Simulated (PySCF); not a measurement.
Stretching SnCl

Set-up: basis Sn cc-pVTZ-PP with ECP28, Cl cc-pV(T+d)Z; scalar-relativistic core potentials; PySCF 2.14. Energies in eV from Sn + Cl in their ground configurations at the same level. All curves are PBE0. state 1: ²Π (doublet), unpaired electrons π ↑; state 2: ⁴Σ⁻ (quartet), unpaired electrons σ ↑, π ↑↑, a second solution, started from another occupation.

```tsv
R (Å)	state 1	state 2
2.047	-2.867	0.4034
2.142	-3.470	-0.1404
2.237	-3.792	-0.4224
2.309	-3.902	-0.5183
2.380	-3.930	-0.5476
2.451	-3.898	-0.5323
2.547	-3.788	-0.4715
2.666	-3.579	-0.3688
2.808	-3.272	-0.2480
2.999	-2.828	-0.1266
```

Put a parabola through the three lowest points of the state 1 curve and estimate Re, k and ωe (reduced mass 27.07 u; 1 eV/Å² = 0.16022 mdyn/Å; ωe = 1302.8·√(k/μ) cm⁻¹).

Through R = 2.309, 2.38, 2.451 Å the second-order coefficient is 5.95 eV/Å², so Re ≈ 2.378 Å, k ≈ 1.91 mdyn/Å and ωe ≈ 346 cm⁻¹. A polynomial fit of higher order to the unrounded PBE0 energies gives Re = 2.374 Å, k = 1.94 mdyn/Å, ωe = 349 cm⁻¹; anharmonicity and rounding make the difference.

The higher-order fit for each curve: state 1: Re = 2.374 Å, ωe = 349 cm⁻¹, De = 3.93 eV; state 2: Re = 2.386 Å, ωe = 289 cm⁻¹, minimum 0.55 eV below the ground-state fragments.

These are scalar-relativistic numbers at best; spin–orbit coupling would shift them, the dissociation energy most. Counting both spins, an empty level lies below a filled one in some of these solutions, because spin and occupation are held. The state was picked by a PBE0 search and need not be the measured ground state.
